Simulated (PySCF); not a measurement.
cyclobutane (C4H8), singlet, geometry from GFN2-xTB; HF/STO-3G (PySCF).

The PySCF input:
```python
from pyscf import gto, scf

mol = gto.M(
    atom='''
C    -0.00613316    1.08295583    0.05853653
C     0.00685792   -1.08220991    0.07093756
C    -1.08294605   -0.00683358   -0.05863980
C     1.08222129    0.00608767   -0.07083428
H    -0.01505399    1.84231484   -0.72076860
H    -0.00362364    1.57729882    1.02791527
H     0.00710304   -1.85049784   -0.69961794
H     0.01523239   -1.56535126    1.04591487
H    -1.84243222   -0.00692746    0.72059245
H    -1.57713057   -0.01535111   -1.02806518
H     1.85038317    0.01511046    0.69979409
H     1.56552182    0.00340356   -1.04576496
''',
    basis='sto-3g',
    verbose=4,
    symmetry=True,
)

mf = scf.RHF(mol)
mf.kernel()
mf.analyze()
```

It wrote (shortened):

```
PySCF version 2.14.0

[INPUT] verbose = 4
[INPUT] num. atoms = 12
[INPUT] num. electrons = 32
[INPUT] charge = 0
[INPUT] spin (= nelec alpha-beta = 2S) = 0
[INPUT] symmetry True subgroup None
[INPUT] Mole.unit = angstrom
[INPUT] Symbol           X                Y                Z      unit          X                Y                Z       unit  Magmom
[INPUT]  1 C     -0.006133160000   1.082955830000   0.058536530000 AA   -0.011589992678   2.046489923701   0.110618009982 Bohr   0.0
[INPUT]  2 C      0.006857920000  -1.082209910000   0.070937560000 AA    0.012959590584  -2.045080339190   0.134052560345 Bohr   0.0
[INPUT]  3 C     -1.082946050000  -0.006833580000  -0.058639800000 AA   -2.046471442180  -0.012913594650  -0.110813161999 Bohr   0.0
[INPUT]  4 C      1.082221290000   0.006087670000  -0.070834280000 AA    2.045101844274   0.011504029037  -0.133857389431 Bohr   0.0
[INPUT]  5 H     -0.015053990000   1.842314840000  -0.720768600000 AA   -0.028447918182   3.481470482822  -1.362055253186 Bohr   0.0
[INPUT]  6 H     -0.003623640000   1.577298820000   1.027915270000 AA   -0.006847687174   2.980662786400   1.942478339558 Bohr   0.0
[INPUT]  7 H      0.007103040000  -1.850497840000  -0.699617940000 AA    0.013422800252  -3.496934111699  -1.322086298432 Bohr   0.0
[INPUT]  8 H      0.015232390000  -1.565351260000   1.045914870000 AA    0.028785045323  -2.958085170143   1.976492653910 Bohr   0.0
[INPUT]  9 H     -1.842432220000  -0.006927460000   0.720592450000 AA   -3.481692298874  -0.013091002139   1.361722377929 Bohr   0.0
[INPUT] 10 H     -1.577130570000  -0.015351110000  -1.028065180000 AA   -2.980344839979  -0.029009393608  -1.942761628402 Bohr   0.0
[INPUT] 11 H      1.850383170000   0.015110460000   0.699794090000 AA    3.496717416805   0.028554631016   1.322419173689 Bohr   0.0
[INPUT] 12 H      1.565521820000   0.003403560000  -1.045764960000 AA    2.958407481831   0.006431796249  -1.976209365067 Bohr   0.0

nuclear repulsion = 127.617879510509
point group symmetry = D2d, use subgroup D2
symmetry origin: [-1.38777878e-16  4.13377587e-09  3.54323648e-09]
symmetry axis x: [ 7.11325500e-01 -7.02862738e-01  6.74550890e-05]
symmetry axis y: [ 0.70284045  0.71130217 -0.0080322 ]
symmetry axis z: [0.00559756 0.00576092 0.99996774]
num. orbitals of irrep A = 7
num. orbitals of irrep B1 = 7
num. orbitals of irrep B2 = 7
num. orbitals of irrep B3 = 7
number of shells = 20
number of NR pGTOs = 84
number of NR cGTOs = 28
basis = sto-3g
ecp = {}

******** <class 'pyscf.scf.hf_symm.SymAdaptedRHF'> ********
method = SymAdaptedRHF
initial guess = minao
damping factor = 0
level_shift factor = 0
DIIS = <class 'pyscf.scf.diis.CDIIS'>
diis_start_cycle = 1
diis_space = 8
diis_damp = 0
SCF conv_tol = 1e-09
SCF conv_tol_grad = None
SCF max_cycles = 50
direct_scf = True
direct_scf_tol = 1e-13
Freeze 0 electrons in irreps []
    32 free electrons in irreps A B1 B2 B3
Set gradient conv threshold to 3.16228e-05
Initial guess from minao.
init E= -155.101231855013
HOMO (B3) = -0.260984492058707  LUMO (B1) = 0.436459350254437  gap/eV = 18.97841
cycle= 1 E= -154.255180210715  delta_E= 0.846  |g|=  0.2  |ddm|= 4.01
HOMO (B3) = -0.388733863173965  LUMO (B1) = 0.551774205192295  gap/eV = 25.59253
cycle= 2 E= -154.271932907546  delta_E= -0.0168  |g|= 0.0501  |ddm|= 0.363
HOMO (B3) = -0.395197236103431  LUMO (B1) = 0.551204782971863  gap/eV = 25.75291
cycle= 3 E= -154.273074057202  delta_E= -0.00114  |g|= 0.00195  |ddm|= 0.116
HOMO (B3) = -0.393525762309897  LUMO (B1) = 0.552106626951337  gap/eV = 25.73197
cycle= 4 E= -154.27307538295  delta_E= -1.33e-06  |g|= 0.000329  |ddm|= 0.00295
HOMO (B3) = -0.393660788294579  LUMO (B1) = 0.551995640433284  gap/eV = 25.73262
cycle= 5 E= -154.273075432901  delta_E= -5e-08  |g|= 2.52e-05  |ddm|= 0.000602
HOMO (B3) = -0.393663410373737  LUMO (B1) = 0.551997709205795  gap/eV = 25.73275
cycle= 6 E= -154.273075433233  delta_E= -3.32e-10  |g|= 2.27e-06  |ddm|= 5.85e-05
HOMO (B3) = -0.39366298278302  LUMO (B1) = 0.55199766308219  gap/eV = 25.73274
Extra cycle  E= -154.273075433236  delta_E= -2.84e-12  |g|= 6.89e-07  |ddm|= 3.68e-06
converged SCF energy = -154.273075433236
**** SCF Summaries ****
Total Energy =                        -154.273075433236130
Nuclear Repulsion Energy =             127.617879510509198
One-electron Energy =                 -460.683249410770145
Two-electron Energy =                  178.792294467024817
Two-electron Coulomb Energy =          202.474277813102105
DFT Exchange-Correlation Energy =      -23.681983346077288
HOMO-LUMO gap [eV] =                    25.732736878560747
Wave-function symmetry = A
occupancy for each irrep:      A   B1   B2   B3
                               5    3    4    4
**** MO energy ****
MO #1 (B1 #1), energy= -11.0314690327911 occ= 2
MO #2 (B2 #1), energy= -11.0312609917384 occ= 2
MO #3 (B3 #1), energy= -11.0312609917329 occ= 2
MO #4 (A #1), energy= -11.0309104617747 occ= 2
MO #5 (A #2), energy= -1.08416592186316 occ= 2
MO #6 (B2 #2), energy= -0.860699464619087 occ= 2
MO #7 (B3 #2), energy= -0.860699463810079 occ= 2
MO #8 (B1 #2), energy= -0.707120724020717 occ= 2
MO #9 (B1 #3), energy= -0.628251445271546 occ= 2
MO #10 (A #3), energy= -0.606504220264174 occ= 2
MO #11 (B2 #3), energy= -0.508939928678752 occ= 2
MO #12 (B3 #3), energy= -0.508939929230615 occ= 2
MO #13 (A #4), energy= -0.457342222324732 occ= 2
MO #14 (A #5), energy= -0.41443773595547 occ= 2
MO #15 (B2 #4), energy= -0.393662984684933 occ= 2
MO #16 (B3 #4), energy= -0.39366298278302 occ= 2
MO #17 (B1 #4), energy= 0.55199766308219 occ= 0
MO #18 (B2 #5), energy= 0.595934980606199 occ= 0
MO #19 (B3 #5), energy= 0.595934984586669 occ= 0
MO #20 (B1 #5), energy= 0.659165692613623 occ= 0
MO #21 (A #6), energy= 0.664972041830726 occ= 0
MO #22 (B3 #6), energy= 0.739155623275343 occ= 0
MO #23 (B2 #6), energy= 0.739155624505698 occ= 0
MO #24 (B3 #7), energy= 0.763141722450043 occ= 0
 ** Mulliken pop on meta-lowdin orthogonal AOs  **
 ** Mulliken pop  **
pop of  0 C 1s            1.99979
pop of  0 C 2s            1.02993
pop of  0 C 2px           1.00418
pop of  0 C 2py           0.98446
pop of  0 C 2pz           1.03649
pop of  1 C 1s            1.99979
pop of  1 C 2s            1.02993
pop of  1 C 2px           1.00418
pop of  1 C 2py           0.98456
pop of  1 C 2pz           1.03639
pop of  2 C 1s            1.99979
pop of  2 C 2s            1.02993
pop of  2 C 2px           0.98446
pop of  2 C 2py           1.00418
pop of  2 C 2pz           1.03649
pop of  3 C 1s            1.99979
pop of  3 C 2s            1.02993
pop of  3 C 2px           0.98456
pop of  3 C 2py           1.00418
pop of  3 C 2pz           1.03639
pop of  4 H 1s            0.97373
pop of  5 H 1s            0.97141
pop of  6 H 1s            0.97373
pop of  7 H 1s            0.97141
pop of  8 H 1s            0.97373
pop of  9 H 1s            0.97141
pop of  10 H 1s           0.97373
pop of  11 H 1s           0.97141
 ** Mulliken atomic charges  **
charge of    0C =     -0.05486
charge of    1C =     -0.05486
charge of    2C =     -0.05486
charge of    3C =     -0.05486
charge of    4H =      0.02627
charge of    5H =      0.02859
charge of    6H =      0.02627
charge of    7H =      0.02859
charge of    8H =      0.02627
charge of    9H =      0.02859
charge of   10H =      0.02627
charge of   11H =      0.02859
Dipole moment(X, Y, Z, Debye):  0.00000, -0.00000, -0.00000
```
